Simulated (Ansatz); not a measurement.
Cost and result for the atomization energy of `[Br][SnH2][Br]` (5 atoms, 4 bonds).

Charge 0, multiplicity 1. Correlated methods include outer-core shells of Br, Sn, which these sets cover unevenly. Scalar relativity is left out up to krypton. Sn: def2 effective core potential. Geometry: relaxed with PBE0-D4/def2-TZVP. Program: Ansatz. All runs use 4 threads of an Arm Neoverse V1 on a shared host. Times are those of one run each, without the atoms' runs, and a repeat can differ threefold. Electronic energies, without spin–orbit coupling; frozen cores. CCSD(T)/CBS adds CCSD(T) − MP2 in def2-TZVPP to the MP2 limit, and its time is that of the two runs behind it. T1 = 0.009. With those shells the extrapolation isn't a true limit. HSE06 is the plane-wave form, built on full-range PBE exchange.

CCSD(T)/CBS is a level of theory with its own doubt, some kJ/mol a heavy atom from the limit and from the frozen cores, so smaller differences don't rank the functionals.

```csv
level,functions,wall time,atomization (kcal/mol),difference from CCSD(T)/CBS,per bond
LDA (SPW92)/def2-TZVPP,174,1.1 s,310.1,32.0,8.0
BLYP-D4/def2-TZVPP,174,1.9 s,261.8,-16.3,-4.1
PBE-D4/def2-TZVPP (with forces),174,2.1 s,269.4,-8.7,-2.2
HSE06-D4/def2-TZVPP,174,3.2 s,267.8,-10.3,-2.6
BHLYP-D4/def2-TZVPP,174,3.2 s,262.3,-15.8,-4.0
CAM-B3LYP-D4/def2-TZVPP,174,3.4 s,265.9,-12.2,-3.1
CCSD(T)/def2-SVP,100,3.4 s,246.8,-31.3,-7.8
r2SCAN-D4/def2-TZVPP (with forces),174,4.6 s,272.4,-5.7,-1.4
r2SCANh-D4/def2-TZVPP,174,5.5 s,270.6,-7.5,-1.9
ωB97X-V/def2-TZVPP,174,8 s,273.3,-4.8,-1.2
CCSD(T)/def2-TZVPP,174,15 s,264.2,-13.9,-3.5
MP2/def2-QZVPP,320,15 s,272.1,-6.0,-1.5
CCSD(T)/CBS(def2),–,30 s,278.1,0.0,0.0
```

Leaving LDA and LC-ωPBE aside and taking each functional with its dispersion term where it has one, the values, not all of them listed here, spread over 15.6 kcal/mol, from revPBE-D4 to B97M-V. LDA lies +44.0 kcal/mol from PBE without D4, its usual overbinding. In def2-TZVPP, CCSD(T) changes the Hartree–Fock value by +72.1 kcal/mol (the triples alone add +5.4 kcal/mol) and MP2 by +71.8 kcal/mol; breaking electron pairs costs correlation energy, which Hartree–Fock lacks. From PBE to PBE0 (25 % exact exchange), in def2-TZVPP and without D4, the atomization energy moves by −1.2 kcal/mol: exact exchange takes away binding that semilocal exchange gives to molecules.

Spin–orbit coupling would lower the free Sn atoms strongly, and the atomization energy with them, by more than many differences here. For some Ge, Se and Sn compounds the MP2-based and the directly extrapolated limit differ by 10 to 25 kJ/mol.
